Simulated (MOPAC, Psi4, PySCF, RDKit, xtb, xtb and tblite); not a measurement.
Two geometries of SMILES c1c(cccc1SC)O, relaxed at GFN2-xTB with one dihedral held; other torsions can differ between them too.

Structure A

```
17

C      2.6796    -1.3365    -3.0548
S      1.3898    -0.0556    -2.9463
C      1.0566    -0.1175    -1.1959
C      1.2519     1.0240    -0.4318
C      1.0000     0.9802     0.9269
C      0.5714    -0.1917     1.5249
C      0.3785    -1.3337     0.7551
O     -0.0443    -2.5083     1.2926
C      0.6165    -1.2924    -0.6139
H      3.0237    -1.3347    -4.0836
H      3.4945    -1.0786    -2.3854
H      2.2673    -2.3082    -2.8018
H      1.5903     1.9315    -0.9058
H      1.1473     1.8636     1.5297
H      0.3824    -0.2236     2.5897
H     -0.1893    -2.4026     2.2407
H      0.4440    -2.1816    -1.1988
```

Structure B

```
17

C     -2.6939    -1.3474    -3.1544
S     -1.3970    -0.1015    -2.9089
C     -1.0578    -0.1712    -1.1778
C     -0.0785     0.7015    -0.7058
C      0.2445     0.7083     0.6344
C     -0.3955    -0.1451     1.5188
C     -1.3702    -1.0131     1.0466
O     -2.0338    -1.8747     1.8656
C     -1.7038    -1.0281    -0.3041
H     -2.9227    -1.3256    -4.2155
H     -3.5769    -1.0816    -2.5808
H     -2.3223    -2.3294    -2.8768
H      0.4158     1.3632    -1.3994
H      1.0029     1.3841     0.9999
H     -0.1405    -0.1382     2.5699
H     -1.7175    -1.7708     2.7710
H     -2.4659    -1.7188    -0.6230
```

Which is lower in energy at the level Psi4 with PBE0-D3(BJ)/def2-SVP // GFN2-xTB, and by how much?

B is lower, by 7.93 kJ/mol (dihedral C1–S2–C3–C4: 120° in A, 180° in B).

E(B) − E(A) in kJ/mol at the other levels, on the same two geometries: GFN2-xTB (xtb and tblite) -7.13; MMFF94 // GFN2-xTB (RDKit) 2.02; PBE0/def2-SVP // GFN2-xTB (Psi4) -8.05; PBE/def2-SVP // GFN2-xTB (Psi4) -10.07; PBE-D3(BJ)/def2-SVP // GFN2-xTB (Psi4) -10.04; UFF // GFN2-xTB (RDKit) 50.31; PM3, restricted, heats of formation // GFN2-xTB (MOPAC) -6.41; PM6, restricted, heats of formation // GFN2-xTB (MOPAC) -5.46; GFN1-xTB // GFN2-xTB (xtb) -10.35; restricted B3LYP/6-31G*, spherical d, density fitting // GFN2-xTB (PySCF) -4.47; restricted Hartree-Fock/6-31G*, spherical d, density fitting // GFN2-xTB (PySCF) -0.65; restricted Hartree-Fock/3-21G, density fitting // GFN2-xTB (PySCF) 3.62; restricted B3LYP/3-21G, density fitting // GFN2-xTB (PySCF) -0.33.
